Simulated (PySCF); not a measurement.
# Atomic charges against the basis set

Species: C2H5ClO2Si.
Bonds: C1–C2, C2–O3 (double), C2–O4, O4–Si5, Si5–Cl6. Hydrogens: H7, H8, H9 on C1; H10, H11 on Si5.

PBE0 throughout (PySCF), one geometry, spherical d and f functions. Isolated species at its PBE0-D3(BJ)/def2-SVP geometry (one conformer only). Atoms taken as equivalent share a column and are averaged. The first 7 of 8 kinds of atom are listed.

Mulliken charges (e):

```
        basis  functions      C1      C2      O3      O4     Si5     Cl6  H7/H8/H9
       STO-3G         43  -0.260  +0.230  -0.252  -0.316  +0.790  -0.342    +0.102
        6-31G         72  -0.533  +0.521  -0.408  -0.651  +0.866  -0.295    +0.216
     pcSseg-0         72  -0.665  +0.614  -0.481  -0.765  +0.931  -0.389    +0.273
       6-31G*        102  -0.618  +0.616  -0.441  -0.553  +0.686  -0.266    +0.221
      cc-pVDZ        117  -0.046  +0.197  -0.265  -0.373  +0.516  -0.215    +0.081
     def2-SVP        117  -0.048  +0.200  -0.266  -0.425  +0.664  -0.257    +0.081
  aug-cc-pVDZ        191  +0.216  +0.736  -0.515  -0.830  +0.311  -0.415    -0.035
6-311+G(2d,p)        208  -0.724  +0.673  -0.427  -0.552  +0.788  -0.247    +0.179
    def2-TZVP        228  -0.358  +0.335  -0.337  -0.313  +0.459  -0.235    +0.150
      cc-pVTZ        258  -0.272  +0.313  -0.311  -0.283  +0.425  -0.212    +0.121
     IGLO-III        278  -0.397  +0.511  -0.465  -0.510  +1.082  -0.363    +0.149
```

IAO charges (e):

```tsv
basis	functions	C1	C2	O3	O4	Si5	Cl6	H7/H8/H9
STO-3G	43	-0.441	+0.265	-0.263	-0.397	+0.848	-0.290	+0.154
6-31G	72	-0.478	+0.483	-0.426	-0.543	+0.827	-0.278	+0.184
pcSseg-0	72	-0.478	+0.481	-0.423	-0.542	+0.837	-0.278	+0.181
6-31G*	102	-0.470	+0.538	-0.448	-0.583	+0.977	-0.310	+0.175
cc-pVDZ	117	-0.470	+0.535	-0.444	-0.576	+0.970	-0.308	+0.173
def2-SVP	117	-0.460	+0.531	-0.445	-0.577	+0.983	-0.303	+0.170
aug-cc-pVDZ	191	-0.477	+0.545	-0.463	-0.583	+0.979	-0.314	+0.178
6-311+G(2d,p)	208	-0.479	+0.546	-0.464	-0.591	+1.006	-0.316	+0.179
def2-TZVP	228	-0.481	+0.550	-0.464	-0.594	+1.021	-0.318	+0.178
cc-pVTZ	258	-0.482	+0.549	-0.461	-0.590	+1.008	-0.318	+0.178
IGLO-III	278	-0.481	+0.548	-0.465	-0.593	+1.012	-0.314	+0.179
```

Hirshfeld charges (e):

```json
{"basis": "STO-3G", "functions": "43", "C1": "-0.042", "C2": "+0.162", "O3": "-0.213", "O4": "-0.187", "Si5": "+0.571", "Cl6": "-0.273", "H7/H8/H9": "+0.030"}
{"basis": "6-31G", "functions": "72", "C1": "-0.093", "C2": "+0.223", "O3": "-0.250", "O4": "-0.224", "Si5": "+0.403", "Cl6": "-0.151", "H7/H8/H9": "+0.061"}
{"basis": "pcSseg-0", "functions": "72", "C1": "-0.101", "C2": "+0.222", "O3": "-0.243", "O4": "-0.212", "Si5": "+0.423", "Cl6": "-0.151", "H7/H8/H9": "+0.059"}
{"basis": "6-31G*", "functions": "102", "C1": "-0.092", "C2": "+0.224", "O3": "-0.247", "O4": "-0.200", "Si5": "+0.386", "Cl6": "-0.141", "H7/H8/H9": "+0.060"}
{"basis": "cc-pVDZ", "functions": "117", "C1": "-0.109", "C2": "+0.218", "O3": "-0.235", "O4": "-0.188", "Si5": "+0.386", "Cl6": "-0.128", "H7/H8/H9": "+0.060"}
{"basis": "def2-SVP", "functions": "117", "C1": "-0.114", "C2": "+0.228", "O3": "-0.243", "O4": "-0.192", "Si5": "+0.387", "Cl6": "-0.117", "H7/H8/H9": "+0.061"}
{"basis": "aug-cc-pVDZ", "functions": "191", "C1": "-0.120", "C2": "+0.216", "O3": "-0.244", "O4": "-0.206", "Si5": "+0.401", "Cl6": "-0.124", "H7/H8/H9": "+0.065"}
{"basis": "6-311+G(2d,p)", "functions": "208", "C1": "-0.111", "C2": "+0.212", "O3": "-0.247", "O4": "-0.207", "Si5": "+0.401", "Cl6": "-0.123", "H7/H8/H9": "+0.064"}
{"basis": "def2-TZVP", "functions": "228", "C1": "-0.116", "C2": "+0.218", "O3": "-0.245", "O4": "-0.201", "Si5": "+0.392", "Cl6": "-0.120", "H7/H8/H9": "+0.064"}
{"basis": "cc-pVTZ", "functions": "258", "C1": "-0.117", "C2": "+0.220", "O3": "-0.242", "O4": "-0.196", "Si5": "+0.390", "Cl6": "-0.124", "H7/H8/H9": "+0.064"}
{"basis": "IGLO-III", "functions": "278", "C1": "-0.121", "C2": "+0.216", "O3": "-0.246", "O4": "-0.203", "Si5": "+0.388", "Cl6": "-0.111", "H7/H8/H9": "+0.065"}
```

ESP-fitted charges (e):

```
        basis  functions      C1      C2      O3      O4     Si5     Cl6  H7/H8/H9
       STO-3G         43  -0.656  +0.707  -0.426  -0.363  +0.683  -0.324    +0.170
        6-31G         72  -0.737  +0.997  -0.604  -0.581  +0.673  -0.281    +0.207
     pcSseg-0         72  -0.828  +1.030  -0.610  -0.598  +0.811  -0.309    +0.229
       6-31G*        102  -0.727  +0.846  -0.513  -0.406  +0.375  -0.179    +0.207
      cc-pVDZ        117  -0.686  +0.816  -0.491  -0.380  +0.278  -0.139    +0.196
     def2-SVP        117  -0.700  +0.866  -0.519  -0.418  +0.349  -0.144    +0.197
  aug-cc-pVDZ        191  -0.760  +0.878  -0.530  -0.384  +0.247  -0.131    +0.215
6-311+G(2d,p)        208  -0.788  +0.877  -0.526  -0.382  +0.222  -0.119    +0.223
    def2-TZVP        228  -0.780  +0.881  -0.526  -0.383  +0.246  -0.120    +0.220
      cc-pVTZ        258  -0.753  +0.853  -0.513  -0.378  +0.265  -0.128    +0.214
     IGLO-III        278  -0.772  +0.870  -0.517  -0.367  +0.160  -0.093    +0.219
```

Some averages cover members that differ in this geometry, most widely: H7/H8/H9, Mulliken in aug-cc-pVDZ -0.084 to -0.011 e.

Q: Which scheme is steadiest as the basis changes?

A: Largest range over the bases for any column: Hirshfeld 0.19 e, IAO 0.28 e, ESP-fitted 0.65 e, Mulliken 0.94 e. Hirshfeld charges move least and Mulliken charges most, counted in e. Without the minimal STO-3G basis the ranges are Hirshfeld 0.04, IAO 0.19, ESP-fitted 0.65, Mulliken 0.94 e.

Q: How much do the charges still move between the two largest bases, cc-pVTZ and IGLO-III?

A: At most, over all atoms: Mulliken 0.656 e, IAO 0.004 e, Hirshfeld 0.013 e, ESP-fitted 0.105 e.

Q: What do the same runs give for the total energy, the frontier levels and the dipole moment?

A: 
```json
{"basis": "STO-3G", "energy (Eh)": "-967.5653", "HOMO (eV)": "-4.76", "LUMO (eV)": "3.29", "μ (D)": "1.74"}
{"basis": "6-31G", "energy (Eh)": "-978.7468", "HOMO (eV)": "-8.52", "LUMO (eV)": "-0.34", "μ (D)": "1.85"}
{"basis": "pcSseg-0", "energy (Eh)": "-977.5043", "HOMO (eV)": "-8.74", "LUMO (eV)": "-0.48", "μ (D)": "1.93"}
{"basis": "6-31G*", "energy (Eh)": "-978.8968", "HOMO (eV)": "-8.28", "LUMO (eV)": "-0.03", "μ (D)": "1.75"}
{"basis": "cc-pVDZ", "energy (Eh)": "-978.9531", "HOMO (eV)": "-8.24", "LUMO (eV)": "-0.02", "μ (D)": "1.63"}
{"basis": "def2-SVP", "energy (Eh)": "-978.5334", "HOMO (eV)": "-8.38", "LUMO (eV)": "-0.13", "μ (D)": "1.58"}
{"basis": "aug-cc-pVDZ", "energy (Eh)": "-978.9751", "HOMO (eV)": "-8.47", "LUMO (eV)": "-0.35", "μ (D)": "1.71"}
{"basis": "6-311+G(2d,p)", "energy (Eh)": "-979.0366", "HOMO (eV)": "-8.51", "LUMO (eV)": "-0.34", "μ (D)": "1.69"}
{"basis": "def2-TZVP", "energy (Eh)": "-979.0628", "HOMO (eV)": "-8.46", "LUMO (eV)": "-0.26", "μ (D)": "1.70"}
{"basis": "cc-pVTZ", "energy (Eh)": "-979.0607", "HOMO (eV)": "-8.42", "LUMO (eV)": "-0.22", "μ (D)": "1.71"}
{"basis": "IGLO-III", "energy (Eh)": "-979.0582", "HOMO (eV)": "-8.46", "LUMO (eV)": "-0.30", "μ (D)": "1.69"}
```

The dipole is fixed by the density alone, so its range of 0.35 D shows that the density itself changes with the basis, not only its division among atoms.
